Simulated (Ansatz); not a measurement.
Reaction (substitution at a C–C bond): `CCCCCCCC=O` + `CC(C)N` → `CCCCNC(C)C` + `CCCC=O`

Computed with Ansatz on PBE0-D4/def2-TZVP structures; ΔE is electronic, products minus reactants. CCSD(T)/CBS is the MP2 limit (def2-TZVPP, def2-QZVPP) plus CCSD(T) − MP2 in def2-TZVPP, frozen cores. DFT in def2-TZVPP. B3LYP here is the variant with VWN-RPA as its local correlation; programs differ in this. Each species was taken in one conformer, which may not be the lowest.

`CCCCCCCC=O`:

Z-matrix (Å, degrees):
```
C
C 1 1.519
H 1 1.094 2 111.1
H 1 1.092 2 111.6 3 120.2
H 1 1.094 2 111.1 3 -119.6
C 2 1.520 1 113.0 3 59.7
H 2 1.096 1 109.6 3 -62.3
H 2 1.096 1 109.7 3 -178.3
C 6 1.520 2 113.4 1 179.8
H 6 1.097 2 109.4 1 -57.8
H 6 1.097 2 109.3 1 57.7
C 9 1.520 6 112.9 2 -179.8
H 9 1.095 6 108.6 2 -57.2
H 9 1.098 6 109.2 2 58.2
C 12 1.523 9 115.0 6 -176.2
H 12 1.096 9 108.7 6 -54.4
H 12 1.097 9 109.3 6 60.8
C 15 1.526 12 114.7 9 -66.1
H 15 1.094 12 108.9 9 172.4
H 15 1.098 12 109.6 9 57.0
C 18 1.500 15 114.6 12 77.3
H 18 1.093 15 112.3 12 -47.6
H 18 1.099 15 108.7 12 -165.9
O 21 1.200 18 125.2 15 -140.0
H 21 1.115 18 114.5 15 42.0
```

`CC(C)N`:

Z-matrix (Å, degrees):
```
C
C 1 1.517
H 1 1.094 2 111.2
H 1 1.093 2 110.1 3 119.6
H 1 1.092 2 111.0 3 -119.9
C 2 1.517 1 111.4 3 179.9
N 2 1.458 1 108.8 3 -60.1
H 2 1.104 1 107.8 3 61.7
H 6 1.094 2 111.2 1 -179.8
H 6 1.092 2 111.0 1 -59.9
H 6 1.093 2 110.1 1 60.5
H 7 1.013 2 110.6 1 60.0
H 7 1.013 2 110.6 1 178.4
```

`CCCCNC(C)C`:

Z-matrix (Å, degrees):
```
C
C 1 1.521
H 1 1.093 2 111.0
H 1 1.090 2 111.0 3 -121.0
H 1 1.095 2 110.7 3 119.2
C 2 1.527 1 115.1 3 -177.6
H 2 1.097 1 109.6 3 59.4
H 2 1.096 1 108.8 3 -55.9
C 6 1.521 2 116.0 1 -79.8
H 6 1.095 2 108.9 1 159.5
H 6 1.098 2 109.6 1 44.4
N 9 1.447 6 112.8 2 65.9
H 9 1.097 6 108.9 2 -53.3
H 9 1.103 6 108.1 2 -168.2
C 12 1.454 9 115.9 6 -176.1
H 12 1.015 9 109.9 6 59.0
C 15 1.527 12 114.7 9 -62.2
C 15 1.518 12 108.7 9 173.1
H 15 1.098 12 106.1 9 57.0
H 17 1.093 15 111.0 12 178.2
H 17 1.095 15 110.4 12 -62.4
H 17 1.092 15 111.9 12 58.0
H 18 1.095 15 110.5 12 64.1
H 18 1.091 15 110.6 12 -55.5
H 18 1.092 15 111.2 12 -176.6
```

`CCCC=O`:

Z-matrix (Å, degrees):
```
C
C 1 1.520
H 1 1.091 2 111.1
H 1 1.092 2 111.1 3 -119.9
H 1 1.094 2 111.1 3 120.4
C 2 1.518 1 113.0 3 -60.9
H 2 1.094 1 109.7 3 177.5
H 2 1.094 1 109.6 3 60.6
C 6 1.499 2 115.1 1 72.5
H 6 1.099 2 111.7 1 -167.1
H 6 1.099 2 111.8 1 -50.3
O 9 1.201 6 125.2 2 5.7
H 9 1.113 6 114.6 2 -175.4
```

Problem. Is it downhill or uphill in electronic energy at CCSD(T)/CBS, and by how much? (Estimate.)

Solution. Ansatz gave: Uphill: ΔE = +7.0 kcal/mol.

Problem. What do these levels give: PBE0-D4, B3LYP-D4, ωB97X-V, ωB97M-V, PBE, r2SCAN, PBE0, B3LYP, MP2/def2-TZVPP, SCS-MP2/def2-TZVPP, CCSD/def2-TZVPP, MP2/def2-QZVPP? (Best estimate.)

Solution. Ansatz gave: PBE0-D4 5.8, B3LYP-D4 5.0, ωB97X-V 5.6, ωB97M-V 5.9, PBE 5.9, r2SCAN 6.1, PBE0 6.3, B3LYP 5.9, MP2/def2-TZVPP 6.7, SCS-MP2/def2-TZVPP 6.6, CCSD/def2-TZVPP 6.5, MP2/def2-QZVPP 7.2 kcal/mol.

Largest T1 diagnostic among the species: 0.012.

The D4 term adds −0.9 kcal/mol with B3LYP and −0.5 kcal/mol with PBE0; it sums over pairs of atoms, weighted by their polarisabilities, and B3LYP, whose exchange is more repulsive, gets the larger term.
